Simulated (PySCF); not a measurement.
IrO3, SMILES [O]=[Ir](=[O])=[O] (connectivity only; charge and spin as stated), neutral, multiplicity 4.

Geometry: PBE-D3(BJ)/def2-TZVP. A frequency run showed that this geometry is not a minimum. The multiplicity is an assumed one; other spin states were not compared. The def2 effective core potentials stand for the cores of Ir; spin–orbit coupling is left out.

Calculation: PySCF 2.14.0 with PBE-D3(BJ)/def2-TZVP.

Frequencies are harmonic and unscaled.

Modes within 1.5 cm⁻¹ of each other (mostly degenerate sets) share a row, with their intensities summed.

Computed normal modes with their intensities:
```tsv
mode	ν (cm⁻¹)	IR (km/mol)	moving atoms (share of kinetic energy)
1	274i	78.7	O 80 %, Ir 20 %
2–3	267	0.6	O 92 %, Ir 8 %
4–5	870	170.0	O 88 %, Ir 12 %
6	891	0.0	O 100 %
```
